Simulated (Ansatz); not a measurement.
Reaction (ligand exchange at a B–C bond): `BC[SiH2]S[SiH3]` + `Cl[SiH]1N[SiH2]1` → `BN1[SiH2][SiH]1Cl` + `C[SiH2]S[SiH3]`

Computed with Ansatz on PBE0-D4/def2-TZVP structures; ΔE is electronic, products minus reactants. CBS: MP2 limit from def2 TZ/QZ plus the TZ coupled-cluster correction, frozen cores. DFT in def2-TZVPP. B3LYP here is the variant with VWN-RPA as its local correlation; programs differ in this. Each species was taken in one conformer, which may not be the lowest.

Question: Is it downhill or uphill in electronic energy at CCSD(T)/CBS, and by how much? (Estimate.)

Answer: Computed: Downhill: ΔE = -23.4 kcal/mol.

Question: What do these levels give: PBE0-D4, B3LYP-D4, ωB97X-V, B2PLYP, r2SCAN, B3LYP, HF/def2-TZVPP, CCSD/def2-TZVPP, HF/def2-QZVPP, SCS-MP2/def2-QZVPP, HF/CBS(def2), MP2/CBS(def2)? (Best estimate.)

Answer: Ansatz gave: PBE0-D4 -22.6, B3LYP-D4 -25.1, ωB97X-V -23.5, B2PLYP -25.9, r2SCAN -23.3, B3LYP -26.8, HF/def2-TZVPP -28.8, CCSD/def2-TZVPP -24.5, HF/def2-QZVPP -28.8, SCS-MP2/def2-QZVPP -24.6, HF/CBS(def2) -28.8, MP2/CBS(def2) -23.2 kcal/mol.

Largest T1 diagnostic among the species: 0.013.

The D4 term adds +1.7 kcal/mol with B3LYP and +0.9 kcal/mol with PBE0; it sums over pairs of atoms, weighted by their polarisabilities, and B3LYP, whose exchange is more repulsive, gets the larger term. In def2-TZVPP, CCSD(T) changes the Hartree–Fock value by +4.8 kcal/mol (the triples alone add +0.5 kcal/mol) and MP2 by +5.0 kcal/mol.
